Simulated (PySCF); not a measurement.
Gas-phase reaction: 2 TaCl5 + 5 F2 = 2 TaF5 + 5 Cl2

Computed with PySCF (xtb for GFN2) and rigid-rotor harmonic-oscillator thermochemistry at 1 bar. † marks an energy on the PBE0/def2-TZVP geometry and frequencies; other levels use their own. MP2 freezes the core. All species are closed-shell singlets. B3LYP is the form with VWN-RPA correlation. Ta: scalar-relativistic def2 core potential, no spin-orbit coupling. MP2 isn't extrapolated to the basis-set limit; its ΔH°(298 K) is -2026.8 kJ in def2-SVP and -2089.6 kJ in def2-TZVPP. The harmonic model lacks anharmonicity and excited electronic states, which grow with temperature; levels with a mode under 35 cm⁻¹ are left out. Soft modes under 120 cm⁻¹ make the harmonic entropy rough for TaCl5, TaF5.

| level | ΔE electronic, kJ | ΔH°(298 K), kJ | ΔS°(298 K), J/K | ΔG°(2500 K), kJ |
|---|---|---|---|---|
| B3LYP/def2-TZVP† | -2123 | -2122 | -7 | -2095 |
| GFN2-xTB | -1846 | -1842 | -25 | -1769 |
| HF/def2-TZVP† | -2295 | -2294 | -7 | -2266 |
| M06-2X/def2-TZVP† | -2129 | -2128 | -7 | -2100 |
| MP2/def2-TZVPP† | -2091 | -2090 | -7 | -2062 |
| PBE/def2-SVP | -1953 | -1951 | -2 | -1936 |
| PBE/def2-TZVP† | -2008 | -2007 | -7 | -1979 |
| PBE0/def2-SVP† | -1983 | -1982 | -7 | -1955 |
| PBE0/def2-TZVP | -2060 | -2059 | -7 | -2032 |
| LDA/def2-TZVP† | -2060 | -2059 | -7 | -2032 |
| ωB97X-V/def2-TZVP† | -2105 | -2104 | -7 | -2076 |
ΔH° is lowest at HF/def2-TZVP† and highest at GFN2-xTB. No reference value is set beside these.
